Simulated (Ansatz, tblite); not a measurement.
Two members of one family (Same ligands, another metal), computed with Ansatz in the gas phase. The two geometries come from different levels. HOMO and LUMO are taken over both spins. Singlets are spin-restricted. The spins of the ions were chosen, not always searched. Names give formal oxidation states. A dash marks a value that wasn't run or was left out as unsound. The structures are stationary points that may keep the symmetry of their start. Remarks come from the PBE and PBE0 runs and from stability tests at other levels; not every state was tested. HOMO above LUMO (over both spins in singlets and doublets, within one spin in higher multiplets; at PBE or PBE0), or a gap under 0.15 eV within one spin, warns that the state may not be the lowest or that an electron is smeared out.

First: [Ni(H2O)4]2+ (triplet, charge 2, PBE-D4/def2-SVP geometry; oxidised ion quartet, reduced ion doublet).

| atom | x (Å) | y (Å) | z (Å) |
| --- | --- | --- | --- |
| Ni1 | -0.046 | 0.213 | 0.196 |
| O2 | 1.129 | -1.030 | 1.150 |
| H3 | 0.842 | -1.865 | 1.584 |
| H4 | 2.108 | -1.074 | 1.062 |
| O5 | -1.834 | -0.152 | 0.959 |
| H6 | -2.552 | -0.619 | 0.476 |
| H7 | -2.135 | -0.048 | 1.889 |
| O8 | -0.633 | -0.347 | -1.635 |
| H9 | -0.273 | -1.112 | -2.133 |
| H10 | -1.039 | 0.257 | -2.295 |
| O11 | 1.202 | 1.663 | -0.327 |
| H12 | 1.600 | 1.809 | -1.211 |
| H13 | 1.631 | 2.304 | 0.284 |

```tsv
level	HOMO (eV)	LUMO (eV)	gap (eV)	vertical IE (eV)	vertical EA (eV)
PBE-D4/def2-SVP	-15.94	-14.91	1.03	–	–
PBE-D4/def2-TZVP	-16.28	-15.26	1.02	19.90	10.77
r2SCAN-D4/def2-TZVP	-17.01	-14.44	2.56	20.42	10.22
PBE0-D4/def2-SVP	-18.83	-12.63	6.21	–	–
PBE0-D4/def2-TZVP	-18.99	-12.84	6.15	21.15	10.31
```

Metal–donor distances: 4 × O 1.96 to 2.00 Å. Remarks: restricted SCF unstable (singlet).

Second: [Cr(H2O)4]2+ (quintet, charge 2, B3LYP-D4/def2-SVP geometry; oxidised ion quartet, reduced ion sextet).

```tsv
atom	x (Å)	y (Å)	z (Å)
Cr1	0.0007	0.0007	-0.0004
O2	0.0908	-0.4690	-1.9872
H3	-0.6608	-0.5078	-2.6075
H4	0.8912	-0.7063	-2.4922
O5	1.6313	1.2113	-0.2150
H6	2.3874	1.2793	0.3962
H7	1.7957	1.8353	-0.9456
O8	-0.0900	0.4731	1.9854
H9	-0.0028	1.3631	2.3746
H10	-0.2358	-0.1489	2.7223
O11	-1.6275	-1.2145	0.2170
H12	-1.7394	-2.1058	-0.1627
H13	-2.4409	-1.0105	0.7151
```

Q: Estimate how these quantities change from the first to the second (second minus first).

A: 
```csv
level,Δ HOMO (eV),Δ LUMO (eV),Δ gap (eV),Δ vertical IE (eV),Δ vertical EA (eV)
PBE-D4/def2-SVP,0.93,2.07,1.14,–,–
PBE-D4/def2-TZVP,1.35,2.46,1.12,–,–
r2SCAN-D4/def2-TZVP,1.71,1.98,0.27,-0.97,-1.65
PBE0-D4/def2-SVP,1.54,1.58,0.04,–,–
PBE0-D4/def2-TZVP,1.91,1.99,0.08,-1.30,-1.88
```

Metal–donor distances: 4 × O 2.04 Å. The relaxed singlet lies at 3.00 eV (B3LYP-D4/def2-TZVP) to 3.57 eV (r2SCAN-D4/def2-TZVP) from the quintet. Remarks: restricted singlet, untested (singlet), spin-contaminated (⟨S²⟩ up to 3.00) (triplet), gap within one spin near zero at PBE or PBE0 (+3 quartet), HOMO above LUMO (+3 quartet), spin-contaminated (⟨S²⟩ up to 3.90) (+3 quartet), gap within one spin near zero at PBE or PBE0 (+1 sextet), HOMO above LUMO (+1 sextet).
